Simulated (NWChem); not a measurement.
System: Si₂H₄OF₂; SMILES O[SiH2][SiH](F)F

```xyz
9

O      0.5606     2.3686     0.1839
Si    -0.6355     1.2690    -0.2020
Si     0.0686    -0.8894     0.3970
F     -0.9782    -1.9897    -0.1712
F      1.4880    -1.1541    -0.3487
H      1.3970     2.2790    -0.2832
H     -0.9687     1.2636    -1.6621
H     -1.8399     1.6603     0.5799
H      0.2747    -1.1718     1.8430
```
Atoms are numbered in this order, from 1.

All runs: NWChem. Coordinates come from a PBE0/def2-SVP optimisation.

For level B3LYP/def2-TZVP:

- highest occupied level (eV) = -8.00
- orbital gap (eV) = 6.72

Problem. Estimate the same quantities for level PBE0/def2-TZVP.

Solution. 
| Item | Value |
|---|---|
| highest occupied level (eV) | -8.18 |
| orbital gap (eV) | 7.11 |
